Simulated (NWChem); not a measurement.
System: ReF₆, doublet; SMILES [F][Re]([F])([F])([F])([F])[F]

Input file for NWChem:

```
start job
memory heap 200 mb stack 900 mb global 1100 mb
geometry units angstroms noautoz
  Re     0.000000     0.000000     0.000000
  F     -1.317683    -0.829371     0.973772
  F      1.317683     0.829371    -0.973772
  F     -1.317606     0.829004    -0.974141
  F     -0.000390     1.449399     1.122608
  F      0.000390    -1.449399    -1.122608
  F      1.317606    -0.829004     0.974141
end
basis spherical
  Re library def2-svp
  F library def2-svp
end
ecp
  Re library def2-ecp
end
dft
  odft
  mult 2
  xc xpbe96 cpbe96
  iterations 150
  mulliken
end
task dft energy
```

In the optimisation the excess spin sits in ag (Ci, its own frame). Coordinates come from a PBE0/def2-SVP, spin-unrestricted optimisation. No frequency run checked for a minimum. No stability test was run on the SCF state. def2 effective core potentials on Re; no spin-orbit coupling.

Give the results of this calculation. (PBE/def2-SVP with def2 effective core potentials on Re, spin-unrestricted.) Quantities: energy (Ha); highest occupied level (eV); lowest empty minus highest occupied level, either spin (eV); <S²>.


```
Quantity                                                      Result
-----------------------------------------------------------  -------
energy (Ha)                                                  -676.55
highest occupied level (eV)                                    -6.51
lowest empty minus highest occupied level, either spin (eV)     0.12
<S²>                                                           0.752
```
